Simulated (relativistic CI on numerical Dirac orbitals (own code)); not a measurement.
# Crystal-field levels of Fe6+, 3d2

Calculated by Dirac-Coulomb-Breit CI, orbitals from a KLI potential per configuration, QED by a radiative potential, valence Slater integrals scaled by 0.85, one configuration in a parametric crystal field (own radial code).

Field parameters in Wybourne normalisation: D4h B²₀ = −7Ds, B⁴₀ = 21(Dq − Dt), B⁴₄ = 21√(5/14) Dq. The field is a parameter set, without covalency.

S is read from ⟨S²⟩ = S(S + 1).

Levels (cm⁻¹, degeneracy): 0 (1), 23 (1), 355 (2), 620 (1), 884 (1), 2189 (2), 2308 (1), 18889 (1), 19247 (2), 21127 (1), 21480 (1), 31164 (1).

Q: Which field gives this pattern?
A. D4h, 10Dq = 32450, Ds = 140, Dt = -280 cm⁻¹
B. D4h, 10Dq = 32450, Ds = 950, Dt = -280 cm⁻¹
C. D4h, 10Dq = 32450, Ds = 1360, Dt = -280 cm⁻¹
D. D4h, 10Dq = 32450, Ds = -1090, Dt = -280 cm⁻¹

A: D. D4h, 10Dq = 32450, Ds = -1090, Dt = -280 cm⁻¹, ground level with S = 1.00.
